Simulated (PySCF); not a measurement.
A structure optimised at PBE0-D3(BJ)/def2-TZVP, used in a PySCF frequency run:

```xyz
5

Be     0.0000     0.0000     0.5433
Cl     0.0000     0.0000    -1.2761
N      0.0000     0.0000     2.0408
H      0.0000    -0.8247     2.6173
H      0.0000     0.8247     2.6173
```
Charge 0, spin multiplicity 1.

Problem. Write its SMILES, formula and point group.

Solution. [NH2][Be][Cl], BeClH2N, C2v

Problem. What are its rotational constants (standard atomic weights)?

Solution. 368.63, 3.8334, 3.7939 GHz
